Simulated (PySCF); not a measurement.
Gas-phase reaction: SnCl4 + F ⇌ SnCl3 + ClF

Method: PySCF energies (xtb for GFN2) plus ideal-gas RRHO corrections (1 bar). † marks an energy on the PBE0/def2-TZVP geometry and frequencies; other levels use their own. MP2 and CCSD(T) freeze the core. Open shells (unrestricted): F (multiplicity 2, electronic degeneracy 6), SnCl3 (multiplicity 2); the rest are closed-shell singlets. GFN2 has no spin-polarisation term. Spin-orbit splitting is ignored; it lowers the true energy and changes the entropy of F. Sn: scalar-relativistic def2 core potential, no spin-orbit coupling. SnCl3: computed as isolated molecules; such fragments, hydroxides, amides, oligomers or adducts are transient or little studied in the gas. MP2 isn't extrapolated to the basis-set limit; its ΔH°(298 K) is 134.1 kJ in def2-SVP and 107.2 kJ in def2-TZVPP. CCSD(T) isn't extrapolated to the basis-set limit. The harmonic model lacks anharmonicity and excited electronic states, which grow with temperature; levels with a mode under 35 cm⁻¹ are left out. Soft modes under 120 cm⁻¹ make the harmonic entropy rough for SnCl4, SnCl3.

```json
[
 {"level": "BLYP/def2-TZVP†", "ΔE electronic, kJ": "21", "ΔH°(298 K), kJ": "20", "ΔS°(298 K), J/K": "41", "ΔG°(1000 K), kJ": "-15"},
 {"level": "CCSD(T)/def2-SVP†", "ΔE electronic, kJ": "136", "ΔH°(298 K), kJ": "135", "ΔS°(298 K), J/K": "41", "ΔG°(1000 K), kJ": "100"},
 {"level": "GFN2-xTB", "ΔE electronic, kJ": "-79", "ΔH°(298 K), kJ": "-80", "ΔS°(298 K), J/K": "39", "ΔG°(1000 K), kJ": "-114"},
 {"level": "HF/def2-TZVP†", "ΔE electronic, kJ": "221", "ΔH°(298 K), kJ": "220", "ΔS°(298 K), J/K": "41", "ΔG°(1000 K), kJ": "184"},
 {"level": "MP2/def2-SVP†", "ΔE electronic, kJ": "135", "ΔH°(298 K), kJ": "134", "ΔS°(298 K), J/K": "41", "ΔG°(1000 K), kJ": "99"},
 {"level": "MP2/def2-TZVPP†", "ΔE electronic, kJ": "108", "ΔH°(298 K), kJ": "107", "ΔS°(298 K), J/K": "41", "ΔG°(1000 K), kJ": "72"},
 {"level": "PBE/def2-SVP", "ΔE electronic, kJ": "42", "ΔH°(298 K), kJ": "41", "ΔS°(298 K), J/K": "42", "ΔG°(1000 K), kJ": "4"},
 {"level": "PBE0/def2-SVP†", "ΔE electronic, kJ": "99", "ΔH°(298 K), kJ": "98", "ΔS°(298 K), J/K": "41", "ΔG°(1000 K), kJ": "63"},
 {"level": "r2SCAN/def2-TZVP†", "ΔE electronic, kJ": "82", "ΔH°(298 K), kJ": "81", "ΔS°(298 K), J/K": "41", "ΔG°(1000 K), kJ": "46"},
 {"level": "ωB97M-V/def2-TZVP†", "ΔE electronic, kJ": "90", "ΔH°(298 K), kJ": "89", "ΔS°(298 K), J/K": "41", "ΔG°(1000 K), kJ": "54"},
 {"level": "ωB97X-V/def2-TZVP†", "ΔE electronic, kJ": "99", "ΔH°(298 K), kJ": "98", "ΔS°(298 K), J/K": "41", "ΔG°(1000 K), kJ": "63"}
]
```
ΔH° is lowest at GFN2-xTB and highest at HF/def2-TZVP†. No reference value is set beside these.
